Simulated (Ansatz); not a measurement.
C2H7BSSi, SMILES `[SiH3]CBC=S` at its PBE0-D4/def2-TZVP geometry, where that method's forces vanish. Total charge 0; spin multiplicity 1.

```xyz
12

Si   -1.0524    1.3070    0.2521
C    -0.8088   -0.5517    0.0204
B     0.5455   -0.8397   -0.6770
C     1.8471   -1.0687    0.1114
S     2.5176    0.3970    0.2716
H    -2.4612    1.5538    0.6682
H    -0.1537    1.8297    1.3108
H    -0.7985    2.0345   -1.0172
H    -0.9135   -1.0046    1.0110
H    -1.6447   -0.8661   -0.6127
H     0.6276   -0.8227   -1.8732
H     2.2949   -1.9685    0.5345
```

(1) What forces (eV/Å) does ωB97M-V/def2-TZVPP give on these atoms in the Gaussian-basis code of Ansatz? (Estimate.)

## Answers

(1) Computed: 
```
Si1 -0.057  0.143  0.041
C2  -0.035 -0.009  0.008
B3  -0.175 -0.053 -0.250
C4   0.186  0.018  0.115
S5   0.013 -0.106  0.018
H6   0.168 -0.026 -0.052
H7  -0.103 -0.058 -0.116
H8  -0.021 -0.086  0.137
H9   0.014  0.028 -0.063
H10  0.053  0.024  0.048
H11 -0.005  0.009  0.150
H12 -0.037  0.116 -0.036
```
